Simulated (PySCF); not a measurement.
**Simulated absorption spectrum**

W(NMe)2Br2, C2H6Br2N2W (singlet state).
Bonds: W1–N2, W1–N7, W1–Br12, W1–Br13, N2–C3, N7–C8. Hydrogens: H4, H5, H6 on C3; H9, H10, H11 on C8.

Theory: PySCF 2.14.0, density-fitted response routines, TDDFT PBE0/def2-SVPD, vertical, gas phase, core orbitals frozen in the response, def2 core potentials past Kr. Geometry: PBE0-D3(BJ)/def2-SVP; no solvent, vibrations or thermal averaging. Spin–orbit coupling is left out. The geometry optimisation had not met its thresholds, so the values belong to a structure short of the stationary point.

Each state is given a Gaussian of 0.4 eV full width at half maximum, with ε(max) = 2.175×10⁸ f / Δν̃ (Δν̃ the width in cm⁻¹). The width is an assumption, not a result. The curve ends short of the highest state used, and states not computed would add to its high-energy end.

| λ (nm) | ε (L mol⁻¹ cm⁻¹) |
| --- | --- |
| 264.3 | 620 |
| 268.8 | 841 |
| 273.3 | 1002 |
| 277.8 | 1076 |
| 282.3 | 1112 |
| 286.8 | 1172 |
| 291.3 | 1267 |
| 295.8 | 1344 |
| 300.3 | 1344 |
| 304.8 | 1252 |
| 309.3 | 1105 |
| 313.8 | 958 |
| 318.3 | 852 |
| 322.8 | 789 |
| 327.4 | 748 |
| 331.9 | 702 |
| 336.4 | 634 |
| 340.9 | 540 |
| 345.4 | 433 |
| 349.9 | 326 |
| 354.4 | 231 |
| 358.9 | 155 |
| 363.4 | 98 |
| 367.9 | 59 |
| 372.4 | 34 |
| 376.9 | 19 |
| 381.4 | 10 |
| 385.9 | 5 |
| 390.4 | 3 |
| 394.9 | 1 |

(1) Where are the band maxima, and which computed states make them?

(2) Coming from long wavelengths, where does ε first pass 100 L mol⁻¹ cm⁻¹?

(3) Does any computed singlet lie in the visible range?

(4) On this curve, what absorbance would a 10⁻⁵ mol/L sample give at 308 nm over a 1 cm path?

## Answers

(1) 298 nm (4.16 eV), ε about 1400, made up of S2 (85%) (ε in L mol⁻¹ cm⁻¹; maxima over ε = 5, shares over 10%). The states used: S1 3.74 eV (f 0.0093); S2 4.14 eV (f 0.017); S3 4.16 eV (f 0.0011); S4 4.51 eV (f 0.013); S5 4.60 eV (f 0.0004); S6 4.87 eV (f 0.0020); S7 5.08 eV (f 0.0002); S8 5.21 eV (f 0.0020); S9 5.27 eV (f 0.0005); S10 5.29 eV (f 0.0005).

(2) At about 363 nm (3.41 eV), 0.33 eV below S1.

(3) No computed singlet lies in the visible range (380 to 750 nm); the lowest, at 332 nm, stands 0.48 eV above its violet end (3.26 eV).

(4) 308 nm is 4.025 eV, where ε is about 1100 L mol⁻¹ cm⁻¹, so A = ε c l ≈ 0.011 (Beer–Lambert, with the gas-phase spectrum and the assumed width).

All these states lie below the vertical ionisation energy of 8.92 eV (ΔSCF).

The run took 17 min wall (grids of density and orbitals included) on one thread of an Intel Xeon at 2.50 GHz, shared host, and the process peaked at 1.4 GiB of memory.
